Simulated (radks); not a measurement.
Species: N. Configuration: [He] 2s2 2p3. All-electron calculation, Dirac Kohn-Sham, PBEsol, spin-unpolarised, spherical densities, point nucleus; open shells fill j = l - 1/2 first. Program: a radial shooting solver on a logarithmic mesh with Libxc functionals.

Unscreened Slater integrals over Kohn-Sham orbitals (hartree). Large and small components are both included.

integral            value
F0(2p3/2,2p3/2)   0.63029
F2(2p3/2,2p3/2)   0.27785
F0(2p3/2,2p1/2)   0.63067
G2(2p3/2,2p1/2)   0.27796
F0(2p3/2,2s1/2)   0.65673
G1(2p3/2,2s1/2)   0.39800
F0(2p3/2,1s1/2)   0.92574
G1(2p3/2,1s1/2)  0.088273
F0(2p1/2,2p1/2)   0.63105
F0(2p1/2,2s1/2)   0.65713
G1(2p1/2,2s1/2)   0.39820
F0(2p1/2,1s1/2)   0.92692
G1(2p1/2,1s1/2)  0.088495
F0(2s1/2,2s1/2)   0.68871
F0(2s1/2,1s1/2)   0.98193
G0(2s1/2,1s1/2)  0.069154
F0(1s1/2,1s1/2)    4.0970
